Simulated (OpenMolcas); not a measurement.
# C5H8O2 (acetylacetone (keto form)): the dipole moment, rung by rung

C5H8O2: 15 atoms, total charge 0, spin state singlet. As SMILES, `CC(=O)CC(C)=O`. The shape is that of a PBE0-D4/def2-TZVP optimisation. This is one conformer, not always the lowest.

```xyz
15

C    -1.2468    1.4050   -1.1974
C    -0.0470    0.5117   -1.1132
O     1.0383    0.8182   -1.5368
C    -0.2573   -0.8170   -0.3987
C     0.0254   -0.5799    1.0792
C     1.4483   -0.7653    1.5099
O    -0.8515   -0.2241    1.8247
H    -0.9642    2.3870   -1.5716
H    -1.9861    0.9542   -1.8666
H    -1.7190    1.4837   -0.2141
H    -1.2889   -1.1545   -0.4980
H     0.4395   -1.5428   -0.8177
H     1.5848   -0.4169    2.5317
H     2.1146   -0.2336    0.8246
H     1.7100   -1.8258    1.4440
```

Quantity: the dipole moment, in D. The values are calculated.

| level | kind | program | value (D) | CPU time |
| --- | --- | --- | --- | --- |
| HF/6-31G* (spherical functions) | Hartree–Fock | OpenMolcas | 1.77 | 16 s |
| SVWN5/6-31G* (spherical functions) | LDA | OpenMolcas | 1.41 | 52 s |
| revPBE/6-31G* (spherical functions) | GGA | OpenMolcas | 1.38 | 73 s |
| M06-L/6-31G* (spherical functions) | meta-GGA | OpenMolcas | 1.46 | 94 s |
| TPSS/6-31G* (spherical functions) | meta-GGA | OpenMolcas | 1.41 | 93 s |
| BHLYP/6-31G* (spherical functions) | global hybrid | OpenMolcas | 1.60 | 68 s |
| M06-2X/6-31G* (spherical functions) | hybrid meta-GGA | OpenMolcas | 1.49 | 85 s |

The values span 1.38 to 1.77 D. Times are those of the runs behind each value, whatever else they computed, on shared processors of several kinds: orders of magnitude only.
